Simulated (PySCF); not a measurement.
C₂H₄BF₂N, SMILES C/N=C/B(F)F. Atoms are numbered in the order given.

```xyz
10

C     -0.0763    -2.6883     0.0000
N      0.3711    -1.3198     0.0000
C     -0.4933    -0.3815     0.0000
B     -0.0213     1.1139     0.0000
F     -0.9164     2.0901     0.0000
F      1.2497     1.4550     0.0000
H      0.3447    -3.2023     0.8809
H      0.3447    -3.2023    -0.8809
H     -1.1789    -2.8077     0.0000
H     -1.5840    -0.6051     0.0000
```
Charge 0, spin multiplicity 1.

Coordinates come from a B3LYP-D3(BJ)/def2-SVP optimisation. The structure was generated by enumeration; whether it is a known compound was not checked. The values are those of a single conformer.

These are PySCF with PBE0/pcSseg-1 values and carry that method's errors.

GIAO shieldings, no solvent; atoms listed in one row are averaged. δ = σ(ref) − σ: ¹³C against TMS (σ = 186.3 ppm); ¹⁵N against NH3 (σ = 267.4 ppm); ¹¹B against BF3 (σ = 88.8 ppm); ¹⁹F against CFCl3 (σ = 167.2 ppm); ¹H against TMS (σ = 31.56 ppm), references at their B3LYP-D3(BJ)/def2-TZVP geometries, non-relativistic.

| nucleus | atoms | count | δ (ppm) |
|---|---|---|---|
| ¹³C | C3 | 1 | 172.3 |
| ¹³C | C1 | 1 | 60.6 |
| ¹⁵N | N2 | 1 | 510.8 |
| ¹¹B | B4 | 1 | 7.4 |
| ¹⁹F | F5 | 1 | -86.7 |
| ¹⁹F | F6 | 1 | -90.9 |
| ¹H | H10 | 1 | 8.29 |
| ¹H | H7, H8, H9 | 3 | 4.20 |
